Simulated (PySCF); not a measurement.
CaO2, SMILES [O]1[O][Ca]1.

Coordinates come from a PBE0-D3(BJ)/def2-TZVP optimisation.

Level of theory: PBE0-D3(BJ)/def2-TZVP run with PySCF.

Frequencies are harmonic and unscaled.

Question: Estimate the vibrational spectrum. (Estimate from the structure and the level; the computed values follow.)

Answer: 
```
mode  ν (cm⁻¹)  IR (km/mol)  Raman (Å⁴/amu)  depolarisation  moving atoms (share of kinetic energy)
----  --------  -----------  --------------  --------------  --------------------------------------
1          531         45.1             0.3            0.75                         O 90 %, Ca 10 %
2          648         98.7            24.0            0.07                         O 60 %, Ca 40 %
3          867         67.7             9.7            0.17                                  O 96 %
```
